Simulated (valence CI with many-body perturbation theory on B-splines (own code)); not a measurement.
# Missing levels of Eu²⁴⁺

Level of theory: relativistic CI+MBPT: three valence electrons over a frozen Dirac-Fock core [Kr], a basis of 7 s, 7 p, 8 d, 6 f, 4 g, 1 h functions for each j, with the one-electron correlation potential Σ1, the two-electron term Σ2, the three-electron term Σ3, Breit, model QED; selected CI, second order for the rest, scaled by the run's own slope (own B-spline code, finite nucleus).

No measured spectrum was set against this ion. As an estimate, terms of the open shell hold to 2 to 4 % of their energy, and close levels can change places. The list stops below the first excitations out of the core.

```tsv
Level	E (cm⁻¹)
(4d3/2^3) J=3/2	0.0
(4d3/2^2 4d5/2) J=5/2 [a]	?
(4d3/2^2 4d5/2) J=3/2	58346
(4d3/2^2 4d5/2) J=7/2	59711
(4d3/2^2 4d5/2) J=9/2	?
(4d3/2^2 4d5/2) J=1/2	68113
(4d3/2^2 4d5/2) J=5/2 [b]	103790
(4d3/2 4d5/2^2) J=7/2 [a]	105090
(4d3/2 4d5/2^2) J=9/2	111490
(4d3/2 4d5/2^2) J=3/2 [a]	123410
(4d3/2 4d5/2^2) J=1/2	?
(4d3/2 4d5/2^2) J=11/2	?
(4d3/2 4d5/2^2) J=5/2 [a]	?
(4d3/2 4d5/2^2) J=5/2 [b]	149580
(4d3/2 4d5/2^2) J=7/2 [b]	?
(4d5/2^3) J=9/2	172650
(4d5/2^3) J=3/2	180630
(4d3/2 4d5/2^2) J=3/2 [b]	218760
(4d5/2^3) J=5/2	233490
```

Levels are named by their leading jj configuration (3d3/2^4 stands for four electrons in 3d with j = 3/2), which in mixed levels can hold well under half, so a name can repeat and another be missing. Letters in brackets count levels of one name in rising energy.

The levels stand in rising order. What does the calculation give for the missing energies?

(4d3/2^2 4d5/2) J=5/2 [a] 40128; (4d3/2^2 4d5/2) J=9/2 65573; (4d3/2 4d5/2^2) J=1/2 129370; (4d3/2 4d5/2^2) J=11/2 135020; (4d3/2 4d5/2^2) J=5/2 [a] 142310; (4d3/2 4d5/2^2) J=7/2 [b] 156690.
